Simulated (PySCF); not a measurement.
N-methylmethanimine (C2H5N), SMILES C=NC.

Geometry optimised at PBE0-D3(BJ)/def2-TZVP.

Two levels are set side by side: PBE/def2-TZVPD (PySCF) and HF/def2-TZVPD (PySCF). Same geometry, gas phase. Differences are taken from unrounded values.

```csv
quantity,HF,PBE,PBE minus HF
orbital gap (eV),13.16,4.42,-8.75
highest occupied level (eV),-11.13,-5.91,5.22
lowest empty level (eV),2.03,-1.49,-3.52
dipole moment (D),1.73,1.40,-0.33
mean polarisability (bohr³),34.1,37.7,3.5
```

PBE's occupied levels lie high since its potential decays too fast outside the molecule; exact exchange lowers them and widens the gap. PBE's more diffuse valence density responds more strongly to a field. Differences between two approximate levels are no errors against the true value.

Rough cost on one machine, each run with all the roots and properties that it gave: HF against PBE about 1/4.
